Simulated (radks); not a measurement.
Values are calculated unless marked as measured or tabulated.
Ionisation of the platinum ion Pt2+, [Xe] 4f14 5d8, to Pt3+, [Xe] 4f14 5d7, under several functionals. Dirac Kohn-Sham, spin-unpolarised, spherical densities, point nucleus; open shells fill j = l - 1/2 first; a radial shooting solver on a logarithmic mesh with Libxc functionals.

BP86: E(Pt2+) (hartree) -18447.8942; Exc (hartree) -358.7903; IE (eV) 31.565; -e(HOMO) (eV) 25.294; <r> HOMO (bohr) 1.582; IE error (eV) +2.565
B86b exchange with PBE correlation: E(Pt2+) (hartree) -18447.0673; Exc (hartree) -357.9567; IE (eV) 31.470; -e(HOMO) (eV) 25.193; <r> HOMO (bohr) 1.583; IE error (eV) +2.470
PBE: E(Pt2+) (hartree) -18445.7297; Exc (hartree) -356.6062; IE (eV) 31.448; -e(HOMO) (eV) 25.171; <r> HOMO (bohr) 1.583; IE error (eV) +2.448
XLYP: E(Pt2+) (hartree) -18447.7684; Exc (hartree) -358.6432; IE (eV) 31.368; -e(HOMO) (eV) 25.101; <r> HOMO (bohr) 1.591; IE error (eV) +2.368
LDA (Slater exchange, Perdew-Zunger correlation): E(Pt2+) (hartree) -18435.3867; Exc (hartree) -346.1635; IE (eV) 31.739; -e(HOMO) (eV) 25.462; <r> HOMO (bohr) 1.585; IE error (eV) +2.739
LDA (Slater exchange, Perdew-Wang correlation): E(Pt2+) (hartree) -18435.3798; Exc (hartree) -346.1565; IE (eV) 31.742; -e(HOMO) (eV) 25.463; <r> HOMO (bohr) 1.585; IE error (eV) +2.742
LDA (Slater exchange, VWN5 correlation): E(Pt2+) (hartree) -18435.4125; Exc (hartree) -346.1896; IE (eV) 31.747; -e(HOMO) (eV) 25.468; <r> HOMO (bohr) 1.585; IE error (eV) +2.747
BLYP: E(Pt2+) (hartree) -18446.7476; Exc (hartree) -357.6138; IE (eV) 31.340; -e(HOMO) (eV) 25.073; <r> HOMO (bohr) 1.590; IE error (eV) +2.340
PBEsol: E(Pt2+) (hartree) -18440.5525; Exc (hartree) -351.3794; IE (eV) 31.477; -e(HOMO) (eV) 25.200; <r> HOMO (bohr) 1.582; IE error (eV) +2.477
PW91: E(Pt2+) (hartree) -18447.5007; Exc (hartree) -358.3966; IE (eV) 31.528; -e(HOMO) (eV) 25.249; <r> HOMO (bohr) 1.583; IE error (eV) +2.528

NIST Atomic Spectra Database: 29 eV (theoretical). Closest: BLYP. The Delta-SCF values span 0.41 eV, the total energies 12.51 hartree. The highest occupied level is 5d5/2. Spin polarisation and multiplet splitting are left out, so open shells lie too high by an amount that depends on their filling.

Beside tabulated values, note that spin-unpolarised runs miss the spin-polarisation part of the exchange energy of open shells.
